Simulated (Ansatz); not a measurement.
[MnCl4]- (MnCl₄⁻). The state is a quintet with charge -1. Geometry relaxed at PBE-D4/def2-SVPD.

```xyz
5

Mn    0.0000    0.0000    0.0000
Cl    1.3343    0.7964   -1.6226
Cl   -1.8724   -0.2678   -1.2122
Cl   -0.9258    0.8656    1.8549
Cl    1.4639   -1.3943    0.9799
```

(1) Estimate the harmonic wavenumbers at UKS PBE-D4/def2-SVPD (Ansatz, unscaled). Is this a minimum?

Answers

(1) 61, 112, 125, 130, 130, 287, 297, 370, 370 cm⁻¹. Yes, no mode is imaginary beyond noise. Zero-point energy 11.3 kJ/mol. Hardware: 4 threads of Arm Neoverse V1 on a shared host. Wall time 62 s.
